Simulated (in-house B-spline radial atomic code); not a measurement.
Configurations of Rh+, with energies counted from [Kr] (4d3/2)4 (4d5/2)4. Level of theory: Dirac-Hartree-Fock, average of each configuration as written, Fermi nucleus of rms radius 4.4945 fm; calculated with an all-electron radial atomic-structure program (B-spline basis). Energies include first-order Breit, QED and recoil terms.

Occupations are held fixed; configurations that lie above the ionisation limit could autoionise.

```json
{"configuration": "[Kr] (4d3/2)4 (4d5/2)3 (6p3/2)1", "E - E(ref) (eV)": "12.446", "highest orbital": "6p3/2", "its <r> (bohr)": "8.392"}
{"configuration": "[Kr] (4d3/2)1 (4d5/2)6 (7g9/2)1", "E - E(ref) (eV)": "16.94", "highest orbital": "7g9/2", "its <r> (bohr)": "31.74"}
```

Order these further configurations by energy, lowest first.
A. [Ar] (3d3/2)4 (3d5/2)5 4s2 4p6 (4d3/2)2 (4d5/2)6 (7g9/2)1
B. [Ar] 3d10 4s2 (4p1/2)1 (4p3/2)4 (4d3/2)2 (4d5/2)6 (8d5/2)1
C. [Kr] (4d3/2)4 (4d5/2)3 (7p3/2)1

C (14.342 eV), B (68.189 eV), A (324.3 eV).
